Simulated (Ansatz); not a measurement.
`O[SiH2][SiH2][ZnH]`. Charge 0, multiplicity 1.

```xyz
10

O    -1.1432   -0.2728    1.9288
Si   -0.4678   -1.1660    0.7076
Si    1.0742    0.0536   -0.5709
Zn    0.2046    2.0735   -1.4714
H    -1.7260    0.4460    1.6827
H     0.1756   -2.3173    1.3897
H    -1.5238   -1.6898   -0.2109
H     2.2790    0.3314    0.2678
H     1.5183   -0.8503   -1.6769
H    -0.3910    3.3916   -2.0465
```

**Question.** List the harmonic frequencies (cm⁻¹, unscaled) at PBE0-D4/def2-TZVP in Ansatz. (Best estimate.)

**Answer.** Computed: 39, 70, 152, 178, 303, 306, 388, 423, 437, 496, 621, 645, 729, 830, 868, 899, 907, 945, 1853, 2171, 2177, 2187, 2230, 3930.

**Question.** Is this a minimum?

**Answer.** Yes, all 24 modes are real.

**Question.** Give the ideal-gas thermochemistry at 298.15 K and 1 bar (rigid rotor, harmonic oscillator; point group C1, symmetry number 1).

**Answer.** Zero-point energy 142.2 kJ/mol; H(298) − E = 166.6 kJ/mol; entropy 384.2 J/(mol·K), of which translation 170.8, rotation 119.4, vibration 94.0; G(298) − E = 52.1 kJ/mol. Modes under 100 cm⁻¹ are hindered rotations or soft bends, so the harmonic entropy is rough.

**Question.** And at 400, 500, 600, 800 and 1000 K?

**Answer.** 
```
T (K)  H − E (kJ/mol)  S (J/mol/K)  G − E (kJ/mol)
  400           180.4        423.7            10.9
  500           195.5        457.4           -33.2
  600           211.8        487.2           -80.5
  800           247.2        538.0          -183.2
 1000           285.3        580.4          -295.1
```
